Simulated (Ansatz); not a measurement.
Isolated molecules relaxed with PBE0-D4/def2-TZVP in Ansatz; ΔE leaves out vibrations. CCSD(T)/CBS adds triple-zeta CCSD(T) − MP2 to the extrapolated MP2 energy (def2 sets, frozen cores). This one scheme is used for every species. Functionals use def2-TZVPP. For Br, Ga outer-core shells are correlated without core-valence functions, which leaves a few kJ/mol of doubt a bond. Scalar relativity is left out up to krypton. Each species was taken in one conformer, which may not be the lowest.

`[SiH3][O][Ga]([Br])[Br]` + `[F][Al]([F])[Cl]` → `[Cl][Ga]([Br])[Br]` + `[F][Al]([F])[O][SiH3]`  (redistribution)

`[SiH3][O][Ga]([Br])[Br]`:

Z-matrix (Å, degrees):
```
Si
O 1 1.642
H 1 1.488 2 111.0
H 1 1.487 2 110.1 3 120.5
H 1 1.484 2 108.0 3 -120.0
Ga 2 1.757 1 138.0 3 -34.9
Br 6 2.263 2 119.8 1 0.2
Br 6 2.254 2 118.3 1 -179.8
```

`[F][Al]([F])[Cl]`:

```xyz
4

F     0.813    1.004   -1.081
Al   -0.003    0.101    0.005
F    -0.868    0.852    1.165
Cl    0.058   -1.957   -0.089
```

`[Cl][Ga]([Br])[Br]`:

Cartesian coordinates in Å:
```
Cl -0.483 1.982 -0.666
Ga -0.006 0.026 -0.009
Br -0.244 -1.716 -1.426
Br 0.734 -0.293 2.100
```

`[F][Al]([F])[O][SiH3]`:

```xyz
8

F    -0.063    2.726    1.308
Al   -0.223    1.105    1.437
F    -0.595    0.489    2.904
O    -0.012    0.119    0.123
Si    0.179   -0.881   -1.150
H    -0.293   -0.210   -2.388
H    -0.608   -2.122   -0.937
H     1.616   -1.227   -1.295
```

```json
{"level": "PBE-D4", "ΔE (kJ/mol)": "-39.7"}
{"level": "BHLYP-D4", "ΔE (kJ/mol)": "-48.5"}
{"level": "PBE-QIDH", "ΔE (kJ/mol)": "-43.1"}
{"level": "BHLYP", "ΔE (kJ/mol)": "-51.0"}
{"level": "CCSD(T)/def2-SVP", "ΔE (kJ/mol)": "-39.5"}
{"level": "MP2/def2-TZVPP", "ΔE (kJ/mol)": "-40.2"}
{"level": "CCSD/def2-TZVPP", "ΔE (kJ/mol)": "-42.4"}
{"level": "CCSD/CBS(def2)", "ΔE (kJ/mol)": "-42.6"}
```

Problem. What does CCSD(T)/CBS give? (An estimate is asked.)

Solution. Ansatz gave: -40.3 kJ/mol. The listed levels differ from it by 0.6, -8.2, -2.8, -10.7, 0.8, 0.1, -2.1, -2.3 kJ/mol.

Largest T1 diagnostic among the species: 0.012.

Leaving LDA and LC-ωPBE aside and taking each functional with its dispersion term where it has one, the values, not all of them listed here, spread over 10.1 kJ/mol, from BHLYP-D4 to revPBE-D4. From BLYP to BHLYP (50 % exact exchange), in def2-TZVPP and without D4, ΔE moves by −4.9 kJ/mol.
